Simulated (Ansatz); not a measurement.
Harmonic frequencies (cm⁻¹) at PBE0-D4/def2-TZVP from Ansatz: 75, 102, 126, 158, 328, 362, 420, 502, 524, 558, 640, 702, 748, 802, 880, 931, 939, 1089, 1334, 1610, 1701, 2205, 2216, 2220, 2236, 3590, 3754.

Each molecule was computed in one conformer, which needn't be the lowest.

Which molecule is it?
A. `[CH3][GeH]([NH2])[OH]`
B. `NC1=N[SiH]1[SiH3]`
C. `N#C[SiH2]N[SiH3]`
D. `O=CC[SiH3]`

B.
